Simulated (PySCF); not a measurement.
Species: ethyl vinyl sulfone, C4H8O2S.
Numbering: `[CH2:1]=[CH:2][S:3](=[O:4])(=[O:5])[CH2:6][CH3:7]` (hydrogens: H8, H9 on C1; H10 on C2; H11, H12 on C6; H13, H14, H15 on C7)

Method: PBE0-D3(BJ)/def2-SVP geometry optimisation, gas phase in PySCF 2.14.0.

Entries marked ? are missing. Bonds in one row agree within 0.01 Å.

```json
{"coordinate": "C1=C2", "value": "1.329 Å"}
{"coordinate": "C2–S3", "value": "?"}
{"coordinate": "S3=O4, S3=O5", "value": "?"}
{"coordinate": "S3–C6", "value": "?"}
{"coordinate": "C6–C7", "value": "?"}
{"coordinate": "C1–H8", "value": "1.093 Å"}
{"coordinate": "C1–H9", "value": "1.095 Å"}
{"coordinate": "C2–H10", "value": "1.093 Å"}
{"coordinate": "C6–H11, C6–H12", "value": "1.101 Å"}
{"coordinate": "C7–H13, C7–H14, C7–H15", "value": "1.100 Å"}
{"coordinate": "C1–C2–S3", "value": "119.2°"}
{"coordinate": "C2–S3–O4", "value": "107.9°"}
{"coordinate": "C2–S3–C6", "value": "105.0°"}
{"coordinate": "O4–S3–O5", "value": "?"}
{"coordinate": "O4–S3–C6", "value": "?"}
{"coordinate": "S3–C6–C7", "value": "?"}
```

Estimate the withheld lengths and angles.

- C2–S3 = 1.779 Å, drawn single (alkene CH carbon to sulfonyl sulfur); equal to the sum of covalent radii, 1.78 Å.
- S3=O4, S3=O5 = 1.462 Å, drawn double (sulfonyl sulfur to sulfonyl oxygen); 0.25 Å below the sum of covalent radii, 1.71 Å.
- S3–C6 = 1.797 Å, drawn single (sulfonyl sulfur to sp3 carbon bound to sulfur); 0.01 Å below the sum of covalent radii, 1.81 Å.
- C6–C7 = 1.512 Å, drawn single (sp3 carbon bound to sulfur to methyl carbon); 0.01 Å below the sum of covalent radii, 1.52 Å.
- O4–S3–O5 = 121.3°, at the sulfonyl sulfur; the outer atoms are 2.548 Å apart.
- O4–S3–C6 = 107.1°, at the sulfonyl sulfur; the outer atoms are 2.629 Å apart.
- S3–C6–C7 = 113.5°, at the sp3 carbon bound to sulfur; the outer atoms are 2.772 Å apart.

Radii are Cordero's, carbon taken as 0.76, 0.73 or 0.69 Å for four, three, and two or fewer neighbours.

PBE0-D3(BJ)/def2-SVP frequencies: not computed here. One conformer, not necessarily the lowest (C1–C2–S3–O4 1°, C2–S3–C6–C7 -68°).
